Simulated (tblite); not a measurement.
Run record: tight-binding relaxation, `C[C+]([CH2])COBB` [radical].

Computed with GFN2-xTB geometry optimisation, gas phase (tblite 0.8.0). Start geometry: from a force field or distance geometry. A driver script takes a list of jobs; this job's settings line and coordinates (Å) are shown.

Command:
```bash
OMP_NUM_THREADS=1 python probes_run.py task.json out
```

Input:
```
{"job": {"kind": "relax", "xc": "GFN2-xTB", "basis": "xTB"}, "charge": 1, "multiplicity": 2}
B      3.275000     1.100900    -0.087100
B      2.362400    -0.115800     0.570800
O      0.957000     0.091700     0.914300
C      0.154900    -0.322600    -0.183600
C     -1.288700    -0.081500     0.157200
C     -1.759300     1.323800     0.372700
C     -2.256500    -1.218900     0.234200
H      4.416400     0.938200    -0.321300
H      2.765200     2.139800    -0.327600
H      2.879000    -1.151900     0.845300
H      0.393400     0.239600    -1.104200
H      0.297100    -1.422900    -0.367600
H     -2.536100     1.592000    -0.361400
H     -2.162000     1.426200     1.398200
H     -1.931900    -1.919400     1.030900
H     -2.297500    -1.753200    -0.723100
H     -3.275500    -0.854000     0.488700
```

Question: What does the run print?

Answer: 
```
step      E/eV     max force
  0    -532.36881    3.158
  1    -532.66613    1.463
  2    -532.79342    1.134
  3    -532.84755    0.869
  4    -532.96477    1.442
  5    -533.07066    1.836
  6    -533.26862    2.440
  7    -533.47963    1.546
  8    -533.73927    1.396
  9    -533.87781    1.417
... (111 lines left out)
121    -536.29718    0.027
122    -536.29733    0.035
123    -536.29744    0.026
124    -536.29753    0.023
125    -536.29757    0.018
126    -536.29760    0.011
127    -536.29762    0.010
128    -536.29764    0.011
129    -536.29766    0.012
130    -536.29767    0.009
```

«max force» is the largest atomic force in eV/Å.

Question: From which step on does the largest force stay under 0.1 eV/Å, and how much energy is left to gain from there?

Answer: From step 78 (0.078 eV/Å), 20.6 meV above the end.

In short: energy lowered by 90.6 kcal/mol over 130 steps; largest atomic force 0.009 eV/Å at the end.

Question: Give the final coordinates.

Answer: 1.068 Å rms from the input after alignment:
```
atom  x, y, z in Å
B1     3.3032    1.3446    0.1565
B2     1.8640    0.5219    0.4274
O3     1.1599   -0.0923   -0.4396
C4    -0.0291   -0.7802   -0.6499
C5    -1.2166   -0.2859    0.1443
C6    -1.2178    0.8473    0.8421
C7    -2.3967   -1.1961    0.0550
H8     4.2987    0.7453    0.2105
H9     3.2714    2.4912   -0.0373
H10    1.6318    0.5992    1.5962
H11   -0.2823   -0.6979   -1.7190
H12    0.1540   -1.8436   -0.4431
H13   -2.0579    1.1162    1.4597
H14   -0.4105    1.5609    0.8169
H15   -2.2456   -2.0528    0.7132
H16   -2.5292   -1.5825   -0.9532
H17   -3.3043   -0.6834    0.3569
```

Hardware: an Arm Neoverse V1 with one thread, no GPU, on a shared host. Cost: 0.89 s.
Labels such as C1 count atoms from 1, the log's own numbers from 0.
